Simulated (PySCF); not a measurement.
CH5NSi, singlet, at a GFN2-xTB geometry.

Here is a job for PySCF.
```python
from pyscf import gto, scf, dft, tdscf

mol = gto.M(
    atom='''
Si   -0.451969    0.022007    0.558049
C     0.653792    1.318266   -0.331917
H     0.512568    2.312280    0.089206
H     0.427286    1.382448   -1.396941
H     1.712254    1.074330   -0.233801
N    -0.055898   -1.341886   -0.406056
H     0.586359   -1.336751   -1.187785
H    -0.442362   -2.256792   -0.249469
''',
    basis='6-31g',
    charge=0,
    spin=0,
    verbose=4,
)

mf = dft.RKS(mol)
mf.xc = 'pbe0'
mf.kernel()
td = mf.TDA()
td.nstates = 5
td.kernel(x0=td.get_init_guess(mf, 13), nstates=5)
td.analyze()
```

Q: What lowest excitation energy found does PBE0/6-31G, TDA (PySCF) give?

A: 3.84 eV

Q: Give the total energy at the level PBE0/6-31G, TDA.

A: -385.0519 Eh

Q: Predict the nuclear repulsion energy from PBE0/6-31G, TDA.

A: 99.9523 Eh

Q: Predict the HOMO energy from PBE0/6-31G, TDA.

A: -5.84 eV

Q: Give the HOMO-LUMO gap at the level PBE0/6-31G, TDA.

A: 4.80 eV

Q: Predict the number of basis functions from PBE0/6-31G, TDA.

A: 41
